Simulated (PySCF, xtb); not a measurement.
Si(F)(Me)(NH2)2 (CH7FN2Si), SMILES C[Si](N)(N)F.

GFN2-xTB (xtb) at its own geometry gives an orbital gap of 6.81 eV and a dipole moment of 3.42 D.

Coordinates come from a PBE-D3(BJ)/def2-SVP optimisation. The structure was generated by enumeration, and PubChem lists no compound with its InChIKey, so it may never have been made. One conformer was computed; it need not be the lowest.

What does CAM-B3LYP/def2-TZVP (PySCF) give? (An estimate is asked for; the answer gives what the named calculation found.)

gap 10.39 eV (levels -8.93 and 1.46 eV), dipole 1.89 D.
